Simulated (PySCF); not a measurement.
Isomers of C4H11NO2Si, mass 133.056 u with the commonest isotopes. Method used: PBE0/pcSseg-1 in PySCF (dipole) on a GFN2-xTB geometry, gas phase. One conformer each, none proved a minimum here; rigid rotors.

Problem. Order these by rotational constant C, largest first.
A. `[CH2:1]=[C:2]([CH3:3])[Si@@:4]([NH2:5])([OH:6])[O:7][CH3:8]` with C1–C2–Si4–N5 21°, C2–Si4–N5–H -71° and 64°, C2–Si4–O6–H 162°, C2–Si4–O7–C8 65°
B. `[CH2:1]=[CH:2][CH2:3][O:4][Si@@:5]([CH3:6])([NH2:7])[OH:8]` with C1–C2–C3–O4 0°, C2–C3–O4–Si5 -171°, C3–O4–Si5–C6 -63°, O4–Si5–N7–H -55° and 169°, O4–Si5–O8–H -45°
C. `[CH3:1][C@@H:2]([OH:3])/[C:4]([CH2:5][OH:6])=[N:7]/[SiH3:8]` with C1–C2–O3–H 94°, C1–C2–C4–C5 71°, C2–C4–C5–O6 -108°, C4–C5–O6–H -56°
D. `[H]/[N:8]=[CH:7]/[C@H:5]([O:4][SiH2:3][O:2][CH3:1])[CH3:6]` with C1–O2–Si3–O4 -177°, O2–Si3–O4–C5 -177°, Si3–O4–C5–C6 -168°, O4–C5–C7–N8 -145°
E. `[CH2:1]=[CH:2][CH2:3][Si@@:4]([NH2:5])([OH:6])[O:7][CH3:8]` with C1–C2–C3–Si4 -104°, C2–C3–Si4–N5 -62°, C3–Si4–N5–H -51° and 176°, C3–Si4–O6–H -55°, C3–Si4–O7–C8 -78°

Solution. A (1248 MHz), E (976.4 MHz), B (898.4 MHz), C (879.1 MHz), D (698.4 MHz).

Problem. Order these by rotational constant A, smallest first.
A. `[CH2:1]=[C:2]([CH3:3])[Si@@:4]([NH2:5])([OH:6])[O:7][CH3:8]` with C1–C2–Si4–N5 21°, C2–Si4–N5–H -71° and 64°, C2–Si4–O6–H 162°, C2–Si4–O7–C8 65°
B. `[CH2:1]=[CH:2][CH2:3][O:4][Si@@:5]([CH3:6])([NH2:7])[OH:8]` with C1–C2–C3–O4 0°, C2–C3–O4–Si5 -171°, C3–O4–Si5–C6 -63°, O4–Si5–N7–H -55° and 169°, O4–Si5–O8–H -45°
C. `[CH3:1][C@@H:2]([OH:3])/[C:4]([CH2:5][OH:6])=[N:7]/[SiH3:8]` with C1–C2–O3–H 94°, C1–C2–C4–C5 71°, C2–C4–C5–O6 -108°, C4–C5–O6–H -56°
D. `[H]/[N:8]=[CH:7]/[C@H:5]([O:4][SiH2:3][O:2][CH3:1])[CH3:6]` with C1–O2–Si3–O4 -177°, O2–Si3–O4–C5 -177°, Si3–O4–C5–C6 -168°, O4–C5–C7–N8 -145°
E. `[CH2:1]=[CH:2][CH2:3][Si@@:4]([NH2:5])([OH:6])[O:7][CH3:8]` with C1–C2–C3–Si4 -104°, C2–C3–Si4–N5 -62°, C3–Si4–N5–H -51° and 176°, C3–Si4–O6–H -55°, C3–Si4–O7–C8 -78°

Solution. A (1918 MHz), C (2071 MHz), E (2560 MHz), B (2856 MHz), D (3850 MHz).

Problem. Order these by rotational constant B, largest first.
A. `[CH2:1]=[CH:2][CH2:3][O:4][Si@@:5]([CH3:6])([NH2:7])[OH:8]` with C1–C2–C3–O4 0°, C2–C3–O4–Si5 -171°, C3–O4–Si5–C6 -63°, O4–Si5–N7–H -55° and 169°, O4–Si5–O8–H -45°
B. `[CH2:1]=[CH:2][CH2:3][Si@@:4]([NH2:5])([OH:6])[O:7][CH3:8]` with C1–C2–C3–Si4 -104°, C2–C3–Si4–N5 -62°, C3–Si4–N5–H -51° and 176°, C3–Si4–O6–H -55°, C3–Si4–O7–C8 -78°
C. `[H]/[N:8]=[CH:7]/[C@H:5]([O:4][SiH2:3][O:2][CH3:1])[CH3:6]` with C1–O2–Si3–O4 -177°, O2–Si3–O4–C5 -177°, Si3–O4–C5–C6 -168°, O4–C5–C7–N8 -145°
D. `[CH2:1]=[C:2]([CH3:3])[Si@@:4]([NH2:5])([OH:6])[O:7][CH3:8]` with C1–C2–Si4–N5 21°, C2–Si4–N5–H -71° and 64°, C2–Si4–O6–H 162°, C2–Si4–O7–C8 65°
E. `[CH3:1][C@@H:2]([OH:3])/[C:4]([CH2:5][OH:6])=[N:7]/[SiH3:8]` with C1–C2–O3–H 94°, C1–C2–C4–C5 71°, C2–C4–C5–O6 -108°, C4–C5–O6–H -56°

Solution. D (1350 MHz), E (1247 MHz), B (1080 MHz), A (932.4 MHz), C (790.8 MHz).

```tsv
SMILES	point group	Ia (u·Å²)	Ib (u·Å²)	Ic (u·Å²)	κ	μa (D)	μb (D)	μc (D)
[H]/N=C/[C@@H](C)O[SiH2]OC	C1	131.26	639.09	723.58	-0.94	0.95	0.90	0.77
C=C(C)[Si@@](N)(O)OC	C1	263.52	374.29	404.92	-0.69	0.58	1.11	1.34
C=CC[Si@@](N)(O)OC	C1	197.40	468.02	517.58	-0.87	0.05	0.14	0.27
C[C@@H](O)/C(CO)=N/[SiH3]	C1	243.98	405.19	574.91	-0.38	1.53	1.05	0.39
C=CCO[Si@@](C)(N)O	C1	176.94	542.04	562.55	-0.97	0.09	1.71	1.32
```
